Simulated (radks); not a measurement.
Values are calculated unless marked as measured or tabulated.
Q: Species: Ir20+. Configuration: [Kr] 4d10 4f11. Level of theory: non-relativistic Kohn-Sham, TPSS, spin-polarised, spherical densities, point nucleus; open shells are filled with parallel spins first (spin-orbit coupling, left out, can overturn this in heavy ions); meta-GGA in the generalised Kohn-Sham scheme; relativity is left out, which matters for an element this heavy (a radial shooting solver on a logarithmic mesh with Libxc functionals). Some entries of the table are withheld. Estimate them.

orbital,occ.,eigenvalue (eV),r(max) (bohr),<r> (bohr)
1s down,1,-69822.37,0.01305,0.01966
1s up,1,-69822.36,0.01305,0.01966
2s up,1,-12005.08,0.07096,0.08290
2s down,1,-12005.02,0.07096,0.08290
2p up,3,-11545.41,0.05508,0.07010
2p down,3,-11545.37,0.05508,0.07010
3s up,1,-3170.060,0.1942,0.2095
3s down,1,-3167.249,0.1941,0.2094
3p up,3,-2955.285,0.1828,0.1998
3p down,3,-2952.708,0.1827,0.1997
3d up,5,-2556.306,0.1440,0.1748
3d down,5,-2554.394,0.1440,0.1747
4s up,1,(1),0.4315,0.4559
4s down,1,(2),0.4315,0.4563
4p up,3,-943.2276,0.4307,0.4591
4p down,3,-939.2140,0.4308,0.4596
4d up,5,-774.1661,0.4226,0.4634
4d down,5,-770.0400,0.4228,0.4641
4f up,7,-549.3045,0.3741,0.4656
4f down,4,-544.8403,0.3748,0.4672

A: 
(1) 4s up eigenvalue (eV): -1035.734
(2) 4s down eigenvalue (eV): -1031.757
